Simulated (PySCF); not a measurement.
diphosphane (H₄P₂), singlet, geometry from GFN2-xTB. Base run: PBE/def2-SVP in PySCF.

Here is a job for PySCF.
```python
from pyscf import gto, scf, dft, solvent

mol = gto.Mole()
mol.atom = '''
    P    -0.95749764   -0.49162795   -0.02783059
    P     0.95749764    0.49162795    0.02783059
    H    -1.49803048    0.29857828    0.98717514
    H    -1.46569209    0.34914249   -1.01862913
    H     1.46569209   -0.34914249    1.01862913
    H     1.49803048   -0.29857828   -0.98717514
'''
mol.basis = 'def2-svp'
mol.verbose = 4
mol.build()

mf = dft.RKS(mol)
mf.xc = 'pbe'
mf.kernel()
mf.analyze()
```

Variants of this job, named by their change:

```
change                                                          ΔE vs base (kJ/mol)  HOMO-LUMO gap (eV)
--------------------------------------------------------------  -------------------  ------------------
base                                                                           0.00                5.33
model = IEF-PCM; solvent = tetrahydrofuran; vdw_scale = 1.4                   -4.05                5.35
model = IEF-PCM; solvent = n-hexane                                           -3.20                5.35
model = SS(V)PE; solvent = tetrahydrofuran                                    -7.46                5.38
model = IEF-PCM; solvent = water                                              -9.37                5.40
model = IEF-PCM; solvent = dimethylsulfoxide                                  -9.23                5.39
model = IEF-PCM; solvent = acetonitrile                                       -9.12                5.39
model = COSMO; solvent = tetrahydrofuran                                      -7.59                5.38
model = C-PCM; solvent = tetrahydrofuran                                      -8.15                5.39
model = IEF-PCM; solvent = tetrahydrofuran; vdw_scale = 1.0                  -15.29                5.44
model = ddCOSMO; solvent = tetrahydrofuran                                    -5.66                5.37
model = IEF-PCM; solvent = tetrahydrofuran; lebedev_order = 41                -7.53                5.38
```

The base is the gas phase, so ΔE is the electrostatic part of solvation at a fixed geometry, without cavity and dispersion terms.
